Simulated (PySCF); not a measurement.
**Ions at one geometry of [Pb(NH3)3]2+**

PySCF 2.14.0, RKS PBE0, Pb def2-SVP with ECP60, N def2-SVP, H def2-SVP; non-relativistic Hamiltonian with scalar-relativistic core potentials where named; density fitting; no spin-orbit coupling; singlets restricted, open shells unrestricted. The geometry is relaxed for charge +2, singlet, vacuum:

```xyz
13

Pb    0.0000    0.0000   -1.2131
N     2.0579    0.0474    0.1890
H     1.9556   -0.0584    1.2043
H     2.7106   -0.6926   -0.0988
H     2.5805    0.9220    0.0557
N    -1.0700    1.7585    0.1890
H    -0.9272    1.7228    1.2043
H    -0.7555    2.6937   -0.0988
H    -2.0888    1.7738    0.0557
N    -0.9879   -1.8059    0.1890
H    -1.0284   -1.6644    1.2043
H    -1.9551   -2.0011   -0.0988
H    -0.4918   -2.6958    0.0557
```

Energies count from the relaxed state; an electron taken off or put on is at rest in vacuum. Charges and spins are Mulliken's.

| state | energy (eV) | spin squared | charge on Pb1 (e) | spin on Pb1 (e) | dipole about the centre of mass (D) |
| --- | --- | --- | --- | --- | --- |
| charge +2, singlet, vacuum | 0.00 | 0.00 | 1.08 | 0.00 | 7.22 |
| charge +1, doublet, vacuum | -8.18 | 0.75 | 0.32 | 0.94 | 7.09 |

**Question.** What does the state charge +3, doublet, vacuum give?

**Answer.** energy (eV) 19.59, spin squared 0.76, charge on Pb1 (e) 1.40, spin on Pb1 (e) 0.27, dipole about the centre of mass (D) 9.44.

With an electron taken off (doublet) the charges change, summed by element, by Pb +0.32 e, N +0.22 e, H +0.46 e. The vertical ionisation energy is 19.59 eV, against −ε(HOMO) = 17.56 eV of the relaxed state. The level lies 2.0 eV too high, as is usual for semilocal functionals and global hybrids, which keep a self-interaction error.

With an electron put on (doublet) the charges change, summed by element, by Pb -0.75 e, N +0.16 e, H -0.41 e. The vertical electron affinity is 8.18 eV, against −ε(LUMO) = 9.99 eV of the relaxed state.

Open shells may have lower solutions than those found.
